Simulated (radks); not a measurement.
Spherical quantum dot in the effective-mass picture: electrons in a hard-walled sphere of radius 3.52, all in effective atomic units (hartree* = m*/eps^2 hartree, bohr* = eps/m* bohr), one dielectric constant everywhere. Method: non-relativistic Kohn-Sham, LDA (Slater exchange, Perdew-Wang correlation), spin-polarised, spherical densities; computed with a radial shooting solver with Libxc functionals. Levels are named by radial order and angular momentum (1s, 1p, 1d, 2s, ...), and open shells are averaged over m.

N = 7, configuration 1s2 1p(up 3, down 2). This is the lowest configuration that the search found. Occupied and some empty levels:

| level | occupation | eigenvalue (hartree*) | <r> (bohr*) |
|---|---|---|---|
| 1s up | 1 | 2.9552 | 2.073 |
| 1s down | 1 | 2.9813 | 2.071 |
| 1p up | 3 | 3.2479 | 2.263 |
| 1p down | 2 | 3.2747 | 2.263 |
| 1d up | 0 | 3.6887 | 2.395 |
| 1d down | 0 | 3.7154 | 2.396 |
| 2s up | 0 | 4.2171 | 1.655 |
| 2s down | 0 | 4.2358 | 1.654 |
| 1f up | 0 | 4.2562 | 2.495 |
| 1f down | 0 | 4.2823 | 2.496 |

Energy (hartree*): total 12.9229, kinetic 5.2483, external 0, Hartree 10.025, exchange-correlation -2.3506.

Electron density:

| r (bohr*) | n(r) (e/bohr*^3) |
|---|---|
| 0.179 | 0.02470 |
| 0.355 | 0.02733 |
| 0.530 | 0.03161 |
| 0.706 | 0.03739 |
| 0.881 | 0.04444 |
| 1.06 | 0.05240 |
| 1.23 | 0.06077 |
| 1.41 | 0.06887 |
| 1.58 | 0.07580 |
| 1.76 | 0.08069 |
| 1.94 | 0.08252 |
| 2.11 | 0.08050 |
| 2.29 | 0.07416 |
| 2.46 | 0.06370 |
| 2.64 | 0.05018 |
| 2.81 | 0.03515 |
| 2.99 | 0.02092 |
| 3.17 | 0.009449 |
| 3.34 | 0.002330 |
| 3.52 | 5.711e-06 |
